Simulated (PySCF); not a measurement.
Delta-SCF ions had no search for a lower state. 

Species: C4H7NSi, SMILES `[SiH3]/C(=C/C#N)C` (charge 0, multiplicity 1).

### Question
Predict the HOMO, vertical ionisation energy (Delta-SCF) and HOMO–LUMO gap from M06-2X/def2-TZVP // B3LYP-D3(BJ)/def2-TZVP run with PySCF.

### Answer

The HOMO comes out as -9.21 eV and the vertical ionisation energy (Delta-SCF) comes out as 10.18 eV. The HOMO–LUMO gap is 8.36 eV.
